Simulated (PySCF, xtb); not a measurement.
Ligand exchange on a metal centre used in film growth or etching (Zr Cl-H). All species are isolated molecules in the gas phase.

Quantity: redistribution energy (mixed species minus the weighted end members), in kcal/mol.

Level 1: PBE-D3(BJ)/def2-TZVP // r2SCAN-D4/def2-SVP (PySCF)
Level 2: PBE/6-31G* (LANL2DZ on Zr) // r2SCAN-D4/def2-SVP (PySCF)
Level 3: frozen-core MP2/6-31G* (LANL2DZ on Zr) // r2SCAN-D4/def2-SVP (PySCF)
Level 4: GFN2-xTB (xtb)

```csv
species,level 1,level 2,level 3,level 4
3 of 4 Cl replaced by H: [Zr(Cl)(H)3],-2.49,-2.71,-2.14,-5.97
1 of 4 Cl replaced by H: [Zr(Cl)3(H)],-3.37,-3.75,-3.42,-9.34
2 of 4 Cl replaced by H: [Zr(Cl)2(H)2],-3.72,-4.03,-3.52,-9.70
```
